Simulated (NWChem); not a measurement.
Species: C2H6N, doublet; SMILES C[CH]N

```xyz
9

C      0.1901     1.2470    -0.0166
C     -0.5161    -0.0534     0.1114
N      0.2160    -1.2205    -0.0990
H     -0.4647     2.0810     0.2753
H      1.0845     1.2903     0.6322
H      0.5436     1.4514    -1.0498
H     -1.5710    -0.1169    -0.1753
H      1.1390    -1.2186     0.3274
H     -0.2765    -2.0762     0.1353
```
Atoms are numbered in this order, from 1.

Results from NWChem. Pople sets run with spherical d functions. Spin-unrestricted. Geometry: optimised at PBE0/def2-SVP, spin-unrestricted. No stability test was run on the SCF state. Solvent water, SMD (1 M gas to 1 M solution), gas-phase geometry. Reactions with the solvent are ignored.

Question: Among these, which level gives the lowest value of “dipole in solution (D)”?
(A) M06-2X/3-21G
(B) M06-2X/6-31G*
(C) M06-2X/6-311++G**
(D) M06-2X/6-311G**

Answer: C, M06-2X/6-311++G**. Values: M06-2X/6-311++G** 1.15; M06-2X/6-311G** 1.28; M06-2X/6-31G* 1.36; M06-2X/3-21G 1.47
